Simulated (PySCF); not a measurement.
H4N, SMILES [NH4+], charge +1.

Coordinates come from a r2SCAN-D4/def2-TZVPD optimisation. The isomer is the one that the SMILES or the coordinates give; other isomers of the formula were not compared.

All values below come from HF/def2-TZVPD in PySCF.

Isolated molecule, no solvent.

```json
{
 "total_energy": "-56.56287 hartree",
 "point_group": "Td",
 "highest_occupied_level": "-27.19 eV",
 "lowest_empty_level": "-3.75 eV",
 "orbital_gap": "23.44 eV",
 "dipole_moment_about_the_centre_of_nuclear_charge": "0.00 D",
 "mean_static_polarisability": "8.9 bohr³ (1.31 Å³)",
 "polarisability_principal_values": "8.9, 8.9, 8.9 bohr³"
}
```
